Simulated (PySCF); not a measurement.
P: excitation energy

P [Ne] 3s2 3p3 (4S) → P [Ne] 3s1 3p3 3d1 (6D), as a difference of total energies. Computed with PySCF 2.14 in aug-cc-pCVQZ-DK (10s9p7d5f3g, 134 functions), with scalar relativity by spin-free X2C-1e. Correlated levels: valence: [Ne] frozen; valence and next inner shell: 1s2 frozen; nothing frozen. The calculations carry no spin-orbit coupling.

| method | excitation energy (eV) |
| --- | --- |
| UHF | 12.229 |
| LDA | 14.140 |
| PBE | 13.956 |
| PBE0 | 13.893 |
| r2SCAN | 13.476 |
| r2SCANh | 13.513 |
| PW91 | 13.973 |
| M06-2X | 14.457 |
| MP2 (valence) | 13.815 |
| SCS-MP2 (valence) | 14.316 |
| MP2 (valence and next inner shell) | 14.028 |
| SCS-MP2 (valence and next inner shell) | 14.476 |
| MP2 (all electrons) | 14.024 |
| SCS-MP2 (all electrons) | 14.474 |

How much does correlation contribute at MP2 (all electrons)?

14.024 − (12.229) = 1.795 eV, measured against UHF.

The upper state lies above the first ionisation limit, but in LS coupling its spin forbids autoionisation to the ground ion.

The promoted electron is Rydberg-like, and one or two diffuse shells describe it only roughly, which tends to raise the upper state.

In the upper state the promoted electron has a positive orbital energy at LDA, PBE, r2SCAN, PW91, so the basis confines it.
